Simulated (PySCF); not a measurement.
All values below come from PBE-D3(BJ)/def2-TZVP // PBE-D3(BJ)/def2-SVP (PySCF). All species are isolated molecules in the gas phase. One relaxed conformer stands for a flexible species; it need not be the lowest. 

Reference species: [Zr(H)4] (neutral, multiplicity 1).

The LUMO comes out as -3.52 eV. The coordination number is 4 and the HOMO–LUMO gap comes out as 3.69 eV. The mean distance from the central atom to its bonded neighbours comes out as 1.854 Å.

Changed species: [Zr(CH3)2(H)2] (2 of 4 CH3 replaced by H; the reference has 4 of 4 CH3 replaced by H).

Q: Give the shifts of the LUMO, coordination number, HOMO–LUMO gap and mean distance from the central atom to its bonded neighbours.

A: the LUMO increases by 0.94 eV, to -2.58 eV; the coordination number stays essentially unchanged; the HOMO–LUMO gap goes up by 0.29 eV, to 3.98 eV; the mean distance from the central atom to its bonded neighbours increases by 0.177 Å, to 2.031 Å.
